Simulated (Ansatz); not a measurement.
Which is lower?

Two relaxed structures of CH$_{3}$MgTe (charge +1), singlet (PBE0-D4/def2-TZVP; forces vanish, vibrations not checked).

A:

C1  (0.087, 0.326, -0.016)
Mg2  (-1.472, -0.420, -1.333)
Te3  (1.141, -0.613, 1.332)
H4  (-2.655, -1.096, -2.297)
H5  (0.374, 1.381, -0.069)
H6  (2.079, 0.662, 1.861)
(Å)

B:

C1  (-1.156, 0.326, -1.255)
Mg2  (0.154, -0.379, 0.280)
Te3  (1.745, -1.283, 2.147)
H4  (-1.890, -0.281, -1.795)
H5  (-1.204, 1.354, -1.632)
H6  (2.349, 0.263, 2.255)
(Å)

Ansatz 0.2.0; basis: def2-TZVPP; cores frozen in the correlated methods. Filled d shells of the heavier atoms are correlated. Core potentials replace the inner electrons of the atoms past krypton. The outer core shell of Li, Na, Mg and K is correlated. The def2 sets are not built for correlating such inner shells, so the correlated values are less sure here. B3LYP uses VWN-RPA correlation.

(1) Which structure is lower at CCSD(T), and by how much? (To be estimated.)

(2) Do the other methods give the same order? (A judgement: the text doesn't fix the answer.)

The T1 diagnostic stays at or below 0.028. The T1 diagnostic is large here, which may signal multireference character or strong orbital relaxation, so CCSD(T) is less sure. The restricted Hartree–Fock reference is unstable towards an unrestricted one at one or more of these structures.

Results:

(1) The calculation gives: A, by 0.359 eV (electronic energy, against the other). By their contacts, A is CH₃MgTe ([MgH][CH][TeH]), total charge +1 and B is CH₃MgTe ([CH2][Mg][TeH]), total charge +1.

(2) The calculation gives: Not all: PBE-D4, r2SCAN-D4, PBE0-D4, B3LYP-D4, HF give the other order.

```csv
method,E(B) − E(A) (eV)
PBE-D4,-0.144
r2SCAN-D4,-0.167
PBE0-D4,-0.019
B3LYP-D4,-0.078
wB97M-V,0.174
HF,-0.638
MP2,0.357
CCSD,0.193
CCSD(T),0.359
```

Labels in which every atom is bracketed show which atoms are joined, not bond orders.

For scale, one of the runs: CCSD(T)/def2-TZVPP, 155 basis functions, launched by `ansatz run in.yaml --threads 2 --pin off --events-out ev --progress --plain --max-ram 4352MiB`. Hardware: 2 CPU threads of an Arm Neoverse V1, shared host. Wall time 70 s; peak host memory 1.4 GiB.
